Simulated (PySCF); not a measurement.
Fill in the blanks.

ZrI2Cl2 (singlet state).
Geometry (PBE0-D3(BJ)/def2-SVP, Å), atoms numbered from 1 in this order:
```
atom  x, y, z in Å
Zr1   -0.0425   -0.0162   -0.0625
I2    -0.4501   -0.0653    2.5885
I3     2.5943   -0.0297   -0.5482
Cl4   -1.0035    1.8685   -0.9997
Cl5   -1.0234   -1.8678   -1.0402
```

| property | level | value |
| --- | --- | --- |
| point group | PBE0-D3(BJ)/def2-SVP | ? |
| rotational constants A, B, C | PBE0-D3(BJ)/def2-SVP | 0.656, 0.347, 0.291 GHz |
| dipole moment | wB97X-D/def2-SVPD | 0.60 D |
| HOMO energy | wB97X-D/def2-SVPD | ? |
| LUMO energy | wB97X-D/def2-SVPD | ? |
| lowest singlet excitation | TDDFT wB97X-D/def2-SVPD | ? |
| strongest line among the 10 lowest singlet transitions | TDDFT wB97X-D/def2-SVPD | ? |
| lowest triplet excitation (Tamm–Dancoff) | TDA wB97X-D/def2-SVPD | 3.83 eV |
| static isotropic polarisability | wB97X-D/def2-SVPD | 142.5 au |
| vertical ionisation energy | ΔSCF wB97X-D/def2-SVPD | ? |
| vertical electron affinity | ΔSCF wB97X-D/def2-SVPD | ? |

Electronic properties: PySCF, gas phase, density fitting. Atoms past krypton carry effective core potentials; spin–orbit coupling is left out.

Q: Give the point group.

A: C2v.

Q: Give the HOMO energy.

A: -9.82 eV.

Q: Give the lowest singlet excitation.

A: 4.18 eV (297 nm, f = 0.001).

Q: The strongest line among the 10 lowest singlet transitions?

A: S7 at 4.82 eV (257 nm, f = 0.097).

Q: What is the vertical electron affinity?

A: 1.62 eV.

Q: The LUMO energy?

A: -1.37 eV.

Q: The vertical ionisation energy?

A: 9.98 eV.

−ε(LUMO) is 1.37 eV against a ΔSCF electron affinity of 1.62 eV. In atomic units the dipole is 0.23 e·bohr (1 au = 2.5417 D). The rotational constants make it an asymmetric top with κ = (2B − A − C)/(A − C) = -0.7, nearer the prolate limit (−1). The 10 singlets span 4.18 to 5.09 eV, and their oscillator strengths add up to 0.17. With B = h/(8π²I), that is 505.379 GHz u Å² over I, the principal moments of inertia are 771.0, 1456.6 and 1739.3 u Å² (most abundant isotopes); the inertial defect Ic − Ia − Ib is -488.3 u Å² (zero for a rigid planar frame, negative otherwise).
